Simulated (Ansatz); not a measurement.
Ansatz (an electronic-structure program) input (HF/6-31G*):

Ansatz 0.2 input:
```yaml
crystal:
  periodic: [false, false, false]
  atoms:
    - {symbol: C, position_ang: [2.86990500, -0.07346300, 0.27203100]}
    - {symbol: C, position_ang: [1.62417500, -0.04157500, 0.15395100]}
    - {symbol: B, position_ang: [0.18416900, -0.00471400, 0.01745700]}
    - {symbol: Cl, position_ang: [-0.77667900, 1.52718400, -0.12967100]}
    - {symbol: Cl, position_ang: [-0.86363400, -1.48519500, -0.02581000]}
basis:
  gaussian:
    orbitals: 6-31G*
hamiltonian:
  xc: {name: HF}
total_charge: -1
relax: {f_tol: 0.003, max_steps: 120}
```

Output:

```
Functional definition: HF
integrals: 0.03 GiB planned
868 factors; integrals over basis functions are off by at most 2.2e-4 eV
mean field: 0.23 GiB planned
mean field evaluation 1: about -27735.5165 eV, gradient 3.4e1 eV
mean field evaluation 2: about -27735.5889 eV, gradient 3.4e1 eV
mean field evaluation 4: about -27739.4753 eV, gradient 3.6e0 eV
mean field evaluation 8: about -27739.5605 eV, gradient 4.9e-1 eV
mean field evaluation 16: about -27739.5651 eV, gradient 2.0e-5 eV
mean field evaluation 32: about -27739.5596 eV, gradient 6.8e-1 eV
mean field -27739.56512061 eV, -1019.4102156299 hartree, gradient 2.0e-5 eV, S^2 0.000000; 0 other end points of the search recorded, 0 dependent functions left out
the calculation of the forces begins
reference -27739.56512061 eV, -1019.4102156299 hartree; 26, 26 occupied and 57, 57 virtual orbitals, 868 factors
relax step   1: F+E_penalty+E_count = -27739.56512061 eV  Δ(F+E_penalty+E_count) = +0.000e0 eV  max|allowed force component| = 7.517e-1 eV/Å  Δτ_max = 0.0000 Å  (61 SCF iters, accepted)
these checks for a lower state are left out or cut short: starts, cluster_reference, orbital_swaps, neighbouring_geometries, increment
integrals: 0.03 GiB planned
868 factors; integrals over basis functions are off by at most 2.2e-4 eV
mean field: 0.23 GiB planned
mean field -27739.56935625 eV, -1019.4103712867 hartree, gradient 4.7e-5 eV, S^2 0.000000; 0 other end points of the search recorded, 0 dependent functions left out
the calculation of the forces begins
reference -27739.56935625 eV, -1019.4103712867 hartree; 26, 26 occupied and 57, 57 virtual orbitals, 868 factors
relax step   2: F+E_penalty+E_count = -27739.56935625 eV  Δ(F+E_penalty+E_count) = -4.236e-3 eV  max|allowed force component| = 1.199e-1 eV/Å  Δτ_max = 0.0057 Å  (35 SCF iters, accepted)
these checks for a lower state are left out or cut short: starts, cluster_reference, orbital_swaps, neighbouring_geometries, increment
integrals: 0.03 GiB planned
868 factors; integrals over basis functions are off by at most 2.2e-4 eV
mean field: 0.23 GiB planned
mean field -27739.56968768 eV, -1019.4103834664 hartree, gradient 1.4e-5 eV, S^2 0.000000; 0 other end points of the search recorded, 0 dependent functions left out
the calculation of the forces begins
reference -27739.56968768 eV, -1019.4103834664 hartree; 26, 26 occupied and 57, 57 virtual orbitals, 868 factors
relax step   3: F+E_penalty+E_count = -27739.56968768 eV  Δ(F+E_penalty+E_count) = -3.314e-4 eV  max|allowed force component| = 4.099e-2 eV/Å  Δτ_max = 0.0030 Å  (34 SCF iters, accepted)
these checks for a lower state are left out or cut short: starts, cluster_reference, orbital_swaps, neighbouring_geometries, increment
integrals: 0.03 GiB planned
868 factors; integrals over basis functions are off by at most 2.2e-4 eV
mean field: 0.23 GiB planned
mean field -27739.56970940 eV, -1019.4103842648 hartree, gradient 1.4e-5 eV, S^2 0.000000; 0 other end points of the search recorded, 0 dependent functions left out
the calculation of the forces begins
reference -27739.56970940 eV, -1019.4103842648 hartree; 26, 26 occupied and 57, 57 virtual orbitals, 868 factors
relax step   4: F+E_penalty+E_count = -27739.56970940 eV  Δ(F+E_penalty+E_count) = -2.172e-5 eV  max|allowed force component| = 2.382e-3 eV/Å  Δτ_max = 0.0009 Å  (32 SCF iters, accepted)
integrals: 0.03 GiB planned
868 factors; integrals over basis functions are off by at most 2.2e-4 eV
mean field: 0.23 GiB planned
mean field evaluation 64: about -27739.5505 eV, gradient 1.6e0 eV
mean field -27739.56970940 eV, -1019.4103842648 hartree, gradient 1.4e-5 eV, S^2 0.000000; 1 other end points of the search recorded, 0 dependent functions left out
the calculation of the forces begins
reference -27739.56970940 eV, -1019.4103842648 hartree; 26, 26 occupied and 57, 57 virtual orbitals, 868 factors
Total energy: -27739.56970940 eV, -1019.4103842648 hartree
Atom 0 at     2.867032    -0.073389     0.271759 Å, force     0.001384    -0.000035     0.000131 eV/Å
Atom 1 at     1.629373    -0.041708     0.154444 Å, force    -0.002382     0.000061    -0.000226 eV/Å
Atom 2 at     0.191807    -0.004910     0.018181 Å, force    -0.001125     0.000029    -0.000107 eV/Å
Atom 3 at    -0.781643     1.527933    -0.130165 Å, force     0.001079     0.000592     0.000079 eV/Å
Atom 4 at    -0.868634    -1.485689    -0.026261 Å, force     0.001044    -0.000646     0.000122 eV/Å
Dipole moment:    -1.377514     0.035261    -0.130571 e Å
```

The dipole moment of an ion depends on the origin.

The geometry given is a B3LYP-D3(BJ)/def2-TZVP minimum.
